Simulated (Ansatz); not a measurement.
Program: Ansatz. Geometries: PBE0-D4/def2-TZVP. ΔE: electronic, gas phase. CCSD(T)/CBS adds triple-zeta CCSD(T) − MP2 to the extrapolated MP2 energy (def2 sets, frozen cores). This one scheme is used for every species. For Br, Se outer-core shells are correlated without core-valence functions, which leaves a few kJ/mol of doubt a bond. Scalar relativity is left out up to krypton. Each species was taken in one conformer, which may not be the lowest.

Consider the ligand exchange at the Si–Se bond: `[SeH][SiH2]Br` + `[OH][AlH2]` → `[AlH2][O][SiH2]Br` + H₂Se.

`[SeH][SiH2]Br`:

Cartesian coordinates in Å:
```
Se -0.441 1.334 -1.163
Si 0.446 -0.188 0.258
Br -0.131 -2.280 -0.217
H -1.796 1.136 -0.632
H 0.010 0.064 1.648
H 1.912 -0.066 0.106
```

`[OH][AlH2]`:

Cartesian coordinates in Å:
```
O 1.100 -0.473 -0.214
Al -0.336 0.315 0.221
H 1.138 -1.184 -0.852
H -1.705 -0.122 -0.447
H -0.196 1.464 1.292
```

`[AlH2][O][SiH2]Br`:

Cartesian coordinates in Å:
```
Al -0.939 0.902 -1.364
O -0.280 -0.122 -0.189
Si 0.567 -0.826 0.981
Br 2.174 0.551 1.676
H -0.356 0.805 -2.825
H -2.117 1.853 -0.923
H 1.237 -2.050 0.489
H -0.286 -1.113 2.156
```

H₂Se:

```xyz
3

Se    0.459    0.185    0.472
H    -0.692   -0.723    0.461
H     0.233    0.538   -0.933
```

```csv
species,CCSD(T)/def2-TZVPP energy (Eh)
`[SeH][SiH2]Br`,-5263.75321
`[OH][AlH2]`,-318.97247
`[AlH2][O][SiH2]Br`,-3181.43558
H₂Se,-2401.31476
```

Task: Work out ΔE.

Result: ΔE = (-3181.43558) + (-2401.31476) − (-5263.75321) − (-318.97247) = -0.02466 Eh = -64.7 kJ/mol. CCSD(T)/CBS gives -59.9 kJ/mol.

Largest T1 diagnostic among the species: 0.012.

In def2-TZVPP, CCSD(T) changes the Hartree–Fock value by +21.4 kJ/mol (the triples alone add +3.8 kJ/mol) and MP2 by +25.9 kJ/mol. From PBE to PBE0 (25 % exact exchange), in def2-TZVPP and without D4, ΔE moves by −6.9 kJ/mol.
